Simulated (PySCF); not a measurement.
A GIAO shielding run with PySCF (density fitting, non-relativistic, gas phase) on `C=CC[C@@H]1[SiH2]SCS[C@@H]1F`, C6H11FS2Si:

```
$ OMP_NUM_THREADS=1 python probes_run.py task.json out

{"job": {"kind": "nmr", "xc": "PBE0", "basis": "pcSseg-1"}, "charge": 0, "multiplicity": 1}
C      3.085676     1.263515    -0.262472
C      2.460675     0.258460     0.321592
C      1.435120    -0.603362    -0.345375
C      0.063992    -0.478561     0.338423
Si    -1.176585    -1.765361    -0.338079
S     -3.047936    -1.459516     0.671182
C     -3.175035     0.347585     0.463792
S     -1.875630     1.325869     1.262222
C     -0.464521     0.935139     0.162176
F     -0.842643     1.138398    -1.143451
H      2.899501     1.523772    -1.291951
H      3.814160     1.862525     0.256631
H      2.659853     0.017462     1.358306
H      1.342397    -0.329949    -1.397779
H      1.753287    -1.647770    -0.293240
H      0.196857    -0.627898     1.415265
H     -1.368434    -1.574981    -1.772162
H     -0.769740    -3.102376     0.057953
H     -3.188706     0.590925    -0.595810
H     -4.105936     0.651683     0.934857
H      0.294730     1.691384     0.394383
```

Hardware: 1 thread of an Arm Neoverse N1, shared host. The job also computes population analyses, field gradients, ring-centre shieldings.

(1) How large is the calculation?

(2) How long does it take, and how much memory does it need?

Results:

(1) 102 electrons, 246 basis functions and 1344 auxiliary functions.

(2) 110 s of wall time, with 14 SCF cycles and 5 response iterations; peak memory 1.1 GiB. Times on a shared host scatter by some tens of per cent.
